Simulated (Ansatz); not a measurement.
Computed with Ansatz on PBE0-D4/def2-TZVP structures; ΔE is electronic, products minus reactants. CCSD(T)/CBS adds triple-zeta CCSD(T) − MP2 to the extrapolated MP2 energy (def2 sets, frozen cores). This one scheme is used for every species. DFT in def2-TZVPP. B3LYP here is the variant with VWN-RPA as its local correlation; programs differ in this. Each species was taken in one conformer, which may not be the lowest.

`F[SiH2]BC[SiH3]` → `FBC[SiH3]` + `[SiH2]`  (silylene formation by 1,1-elimination)

```
             level  ΔE (kcal/mol)  difference from CCSD(T)/CBS
         r2SCAN-D4           51.4                          4.1
          B3LYP-D4           45.6                         -1.7
            B2PLYP           44.8                         -2.5
            r2SCAN           50.8                          3.5
             B3LYP           42.2                         -5.1
     HF/def2-TZVPP           40.6                         -6.7
SCS-MP2/def2-TZVPP           46.3                         -1.0
   CCSD/def2-TZVPP           43.7                         -3.6
     HF/def2-QZVPP           41.2                         -6.1
      HF/CBS(def2)           41.3                         -6.0
       CCSD(T)/CBS           47.3                            0
```

Largest T1 diagnostic among the species: 0.014.

In def2-TZVPP, CCSD(T) changes the Hartree–Fock value by +4.0 kcal/mol (the triples alone add +1.0 kcal/mol) and MP2 by +8.2 kcal/mol. From PBE to PBE0 (25 % exact exchange), in def2-TZVPP and without D4, ΔE moves by +1.9 kcal/mol.
